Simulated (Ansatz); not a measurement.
Relaxation of C₂H₈AlN (12 atoms, charge 0, multiplicity 1), to a largest force component of 0.015 eV/Å in at most 40 steps.

Theory: RKS BLYP/def2-mTZVP in Ansatz 0.2.0.

```xyz
12
Properties=species:S:1:pos:R:3:forces:R:3
C -0.431 1.644 -0.782 -1.73 1.17 -0.56
Al -0.053 -0.161 -0.194 0.09 -0.79 0.04
C 1.087 -0.439 1.379 1.16 -0.04 0.56
N -0.688 -1.649 -1.137 0.40 1.62 -2.19
H -1.138 1.636 -1.702 1.01 0.19 1.12
H -0.996 2.248 0.023 0.78 -0.61 -0.95
H 0.486 2.222 -1.051 -0.47 -0.23 0.12
H 2.057 -1.000 1.084 -1.29 0.52 0.59
H 0.565 -0.987 2.210 0.54 0.13 -0.55
H 1.434 0.544 1.825 -0.30 -0.78 -0.40
H 0.125 -2.222 -1.452 -0.59 -0.14 0.38
H -1.049 -1.236 -2.091 0.40 -1.03 1.83
```

Where does it end, and by what steps?

The run converged. The force dipped under the threshold on the way, but the program's further checks kept it going. After 23 steps the energy has fallen by 0.648 eV; H8 moved furthest, 0.67 Å.

```csv
step,energy less start (eV),largest force component (eV/Å),accepted
0,0.0000,2.193,yes
1,-0.3624,1.476,yes
2,-0.5581,1.320,yes
3,-0.6343,0.225,yes
4,-0.6419,0.115,yes
5,-0.6437,0.049,yes
6,-0.6441,0.006,yes
7,-0.6440,0.088,no
8,-0.6442,0.052,yes
9,-0.6446,0.070,yes
10,-0.6449,0.016,yes
11,-0.6453,0.021,yes
12,-0.6390,0.316,no
13,-0.6455,0.010,yes
14,-0.6454,0.117,no
15,-0.6459,0.023,yes
16,-0.6462,0.050,yes
17,-0.6460,0.087,no
18,-0.6466,0.013,yes
19,-0.6469,0.016,yes
20,-0.6472,0.043,yes
21,-0.6473,0.060,yes
22,-0.6476,0.042,yes
23,-0.6479,0.015,yes
```

```xyz
12
Properties=species:S:1:pos:R:3
C -0.578 1.720 -0.749
Al 0.083 -0.082 -0.268
C 1.142 -0.469 1.359
N -0.311 -1.450 -1.365
H -1.224 1.714 -1.639
H -1.157 2.175 0.069
H 0.251 2.414 -0.958
H 1.627 -1.455 1.325
H 0.515 -0.454 2.265
H 1.933 0.279 1.522
H -0.022 -2.418 -1.226
H -0.860 -1.377 -2.222
```

Whether the end is a true minimum wasn't checked by a vibrational analysis.

The run took 24 s on 2 threads of Intel(R) Xeon(R) 6975P-C (Granite Rapids), on a shared host, peak memory 0.21 GiB.
